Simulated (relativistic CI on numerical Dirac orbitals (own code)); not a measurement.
**Ligand-field terms of d3**

Computed with a parametric ligand-field model of a d^n configuration (Racah B and C, spin-orbit zeta, crystal field), exact diagonalisation.

Field parameters in Wybourne normalisation: Oh B⁴₀ = 21Dq, B⁴₄ = √(5/14) B⁴₀. The field is a parameter set, without covalency.

(1) Ground term and bands for B = 770, C = 3030, ζ = 0 cm⁻¹, Oh, 10Dq = 36190 cm⁻¹?

(2) Ground term and bands for B = 770, C = 3030, ζ = 0 cm⁻¹, Oh, 10Dq = 5390 cm⁻¹?

(3) Ground term and bands for B = 770, C = 3030, ζ = 0 cm⁻¹, Oh, 10Dq = 33110 cm⁻¹?

(4) Ground term and bands for B = 770, C = 3030, ζ = 0 cm⁻¹, Oh, 10Dq = 17710 cm⁻¹?

(5) Ground term and bands for B = 770, C = 3030, ζ = 0 cm⁻¹, Oh, 10Dq = 26950 cm⁻¹?

Results:

(1) Ground term 4A2 with 0.00 electrons in the two orbitals of the cubic e set. Spin-allowed: 4T2 36190 cm⁻¹ (276 nm), 4T1 44718 cm⁻¹ (224 nm), 4T1 75402 cm⁻¹ (133 nm). Lowest spin-forbidden: 2E 15119 cm⁻¹ (661 nm), 2T1 15683 cm⁻¹ (638 nm), 2T2 24107 cm⁻¹ (415 nm). With an A2 ground term the first spin-allowed band lies at |10Dq| itself.

(2) Ground term 4A2 with 0.00 electrons in the two orbitals of the cubic e set. Spin-allowed: 4T2 5390 cm⁻¹ (1855 nm), 4T1 9176 cm⁻¹ (1090 nm), 4T1 18544 cm⁻¹ (539 nm). Lowest spin-forbidden: 2E 14009 cm⁻¹ (714 nm), 2T1 14664 cm⁻¹ (682 nm), 2A1 17560 cm⁻¹ (569 nm). With an A2 ground term the first spin-allowed band lies at |10Dq| itself.

(3) Ground term 4A2 with 0.00 electrons in the two orbitals of the cubic e set. Spin-allowed: 4T2 33110 cm⁻¹ (302 nm), 4T1 41559 cm⁻¹ (241 nm), 4T1 69321 cm⁻¹ (144 nm). Lowest spin-forbidden: 2E 15069 cm⁻¹ (664 nm), 2T1 15657 cm⁻¹ (639 nm), 2T2 23900 cm⁻¹ (418 nm). With an A2 ground term the first spin-allowed band lies at |10Dq| itself.

(4) Ground term 4A2 with 0.00 electrons in the two orbitals of the cubic e set. Spin-allowed: 4T2 17710 cm⁻¹ (565 nm), 4T1 25241 cm⁻¹ (396 nm), 4T1 39439 cm⁻¹ (254 nm). Lowest spin-forbidden: 2E 14702 cm⁻¹ (680 nm), 2T1 15417 cm⁻¹ (649 nm), 2T2 22150 cm⁻¹ (451 nm). With an A2 ground term the first spin-allowed band lies at |10Dq| itself.

(5) Ground term 4A2 with 0.00 electrons in the two orbitals of the cubic e set. Spin-allowed: 4T2 26950 cm⁻¹ (371 nm), 4T1 35175 cm⁻¹ (284 nm), 4T1 57225 cm⁻¹ (175 nm). Lowest spin-forbidden: 2E 14951 cm⁻¹ (669 nm), 2T1 15588 cm⁻¹ (642 nm), 2T2 23378 cm⁻¹ (428 nm). With an A2 ground term the first spin-allowed band lies at |10Dq| itself.
